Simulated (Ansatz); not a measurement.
Consider the ligand exchange at a Zn–N bond: `C[NH][ZnH]` + `[SH][GaH2]` → `[ZnH][S][GaH2]` + CH₃NH₂.

Computed with Ansatz on PBE0-D4/def2-TZVP structures; ΔE is electronic, products minus reactants. CBS: MP2 limit from def2 TZ/QZ plus the TZ coupled-cluster correction, frozen cores. DFT in def2-TZVPP. HSE06 is defined as in plane-wave codes. For Ga, Zn outer-core shells are correlated without core-valence functions, which leaves a few kJ/mol of doubt a bond. Scalar relativity is left out up to krypton.

| level | ΔE (kJ/mol) | difference from CCSD(T)/CBS |
| --- | --- | --- |
| LDA (SPW92) | -84.1 | 13.9 |
| BLYP-D4 | -83.7 | 14.3 |
| HSE06-D4 | -99.4 | -1.4 |
| revPBE | -91.4 | 6.6 |
| r2SCAN0 | -100.7 | -2.7 |
| HSE06 | -98.5 | -0.5 |
| CAM-B3LYP | -86.0 | 12.0 |
| MP2/def2-SVP | -97.5 | 0.5 |
| CCSD/def2-SVP | -96.5 | 1.5 |
| CCSD/CBS(def2) | -98.4 | -0.4 |
| CCSD(T)/CBS | -98.0 | 0 |

Largest T1 diagnostic among the species: 0.015.

From BLYP to BHLYP (50 % exact exchange), in def2-TZVPP and without D4, ΔE moves by −14.6 kJ/mol. In def2-TZVPP, CCSD(T) changes the Hartree–Fock value by +16.6 kJ/mol (the triples alone add +0.5 kJ/mol) and MP2 by +16.9 kJ/mol. Leaving LDA and LC-ωPBE aside and taking each functional with its dispersion term where it has one, the values, not all of them listed here, spread over 17.3 kJ/mol, from r2SCAN0-D4 to BLYP-D4. LDA lies +6.2 kJ/mol from PBE without D4.
